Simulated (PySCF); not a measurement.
C5H16Si2, SMILES [SiH]([Si](C)(C)C)(C)C. Atoms are numbered in the order given.

```xyz
23

Si     1.2157    -0.2060    -0.6455
C      2.0650     1.4893    -0.6880
C      2.1935    -1.3875     0.4705
Si    -0.9887     0.0126     0.1407
C     -1.9720     1.1801    -0.9813
C     -1.8376    -1.6802     0.1916
C     -0.9364     0.7340     1.8939
H      1.2060    -0.7671    -2.0375
H      3.1040     1.4085    -1.0472
H      2.0885     1.9363     0.3194
H      1.5292     2.1853    -1.3534
H      1.7339    -2.3888     0.4877
H      3.2341    -1.4976     0.1238
H      2.2193    -1.0102     1.5060
H     -1.5068     2.1785    -1.0219
H     -3.0040     1.3037    -0.6116
H     -2.0255     0.7911    -2.0111
H     -2.8678    -1.5916     0.5763
H     -1.2922    -2.3791     0.8466
H     -1.8889    -2.1302    -0.8131
H     -1.9548     0.8530     2.3010
H     -0.3749     0.0776     2.5786
H     -0.4523     1.7242     1.9033
```
Charge 0, spin multiplicity 1.

Coordinates come from a B3LYP-D3(BJ)/def2-SVP optimisation. Other conformers were not sampled.

Computed with KT2/pcSseg-1 in PySCF.

GIAO shieldings, no solvent; atoms listed in one row are averaged. δ = σ(ref) − σ: ²⁹Si against TMS (σ = 361.9 ppm); ¹³C against TMS (σ = 185.1 ppm); ¹H against TMS (σ = 31.47 ppm), references at their B3LYP-D3(BJ)/def2-TZVP geometries, non-relativistic.

| nucleus | atoms | count | δ (ppm) |
|---|---|---|---|
| ²⁹Si | Si4 | 1 | -16.5 |
| ²⁹Si | Si1 | 1 | -41.4 |
| ¹³C | C5, C6 | 2 | 0.9 |
| ¹³C | C7 | 1 | -0.4 |
| ¹³C | C2, C3 | 2 | -3.6 |
| ¹H | H8 | 1 | 4.31 |
| ¹H | H9, H10, H11, H12, H13, H14 | 6 | 0.48 |
| ¹H | H15, H16, H17, H18, H19, H20, H21, H22, H23 | 9 | 0.44 |
